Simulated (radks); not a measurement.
Tc4+, configuration [Kr] 4d3. All-electron calculation, scalar-relativistic Kohn-Sham, PBEsol, spin-unpolarised, spherical densities, finite nucleus; Fermi nuclear charge, rms radius 4.4112 fm. Program: a radial shooting solver on a logarithmic mesh with Libxc functionals.

X-ray form factor f0, the Fourier transform of the density (f0(0) = 39):

sin(theta)/lambda (1/angstrom),f0 (electrons)
0.05,38.595
0.1,37.444
0.15,35.716
0.2,33.631
0.25,31.408
0.3,29.220
0.4,25.350
0.5,22.333
0.6,20.010
0.8,16.440
1,13.442
1.25,10.345
1.5,8.160
2,5.944
